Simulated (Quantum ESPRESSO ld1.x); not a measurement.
Species: Pr IV. Configuration: [Xe] 4f2. Method: scalar-relativistic Kohn-Sham, LDA (Slater exchange, Perdew-Zunger correlation), spin-polarised, spherical densities, point nucleus; open shells are filled with parallel spins first; computed with ld1.x of Quantum ESPRESSO 7.5.

Unscreened Slater integrals over Kohn-Sham orbitals (eV). They are taken over the spin-up orbitals. Empty in this configuration: 5d.

integral,value
"F0(4f,4f)",25.124
"F2(4f,4f)",11.774
"F4(4f,4f)",7.3515
"F6(4f,4f)",5.2783
"F0(4f,5p)",17.201
"F2(4f,5p)",6.4055
"G2(4f,5p)",3.6229
"G4(4f,5p)",2.7668
"F0(4f,5s)",19.020
"G3(4f,5s)",4.0491
"F0(4f,4d)",28.701
"F2(4f,4d)",13.552
"F4(4f,4d)",8.6007
"G1(4f,4d)",16.009
"G3(4f,4d)",9.9697
"G5(4f,4d)",7.0263
"F0(4f,5d)",13.380
"F2(4f,5d)",3.8941
"F4(4f,5d)",2.0168
"G1(4f,5d)",2.0653
"G3(4f,5d)",1.6487
"G5(4f,5d)",1.2521
"F0(5p,5p)",14.630
"F2(5p,5p)",7.9153
"F0(5p,5s)",15.546
"G1(5p,5s)",10.450
"F0(5p,4d)",18.223
"F2(5p,4d)",5.2859
"G1(5p,4d)",1.5139
"G3(5p,4d)",1.4750
"F0(5p,5d)",12.176
"F2(5p,5d)",6.0364
"G1(5p,5d)",7.0998
"G3(5p,5d)",4.4222
"F0(5s,5s)",16.720
"F0(5s,4d)",20.403
"G2(5s,4d)",2.2748
"F0(5s,5d)",12.626
"G2(5s,5d)",4.5737
"F0(4d,4d)",33.886
"F2(4d,4d)",17.231
"F4(4d,4d)",11.520
"F0(4d,5d)",13.876
"F2(4d,5d)",2.8842
"F4(4d,5d)",1.2290
"G0(4d,5d)",0.64471
"G2(4d,5d)",0.77347
"G4(4d,5d)",0.63810
"F0(5d,5d)",10.751
"F2(5d,5d)",5.7227
"F4(5d,5d)",3.8323

Derived for the open shells (J is the average intra-shell exchange parameter used in DFT+U). 4f: F4/F2 = 0.624, F6/F2 = 0.448, J = (286 F2 + 195 F4 + 250 F6)/6435 = 0.9511 eV.
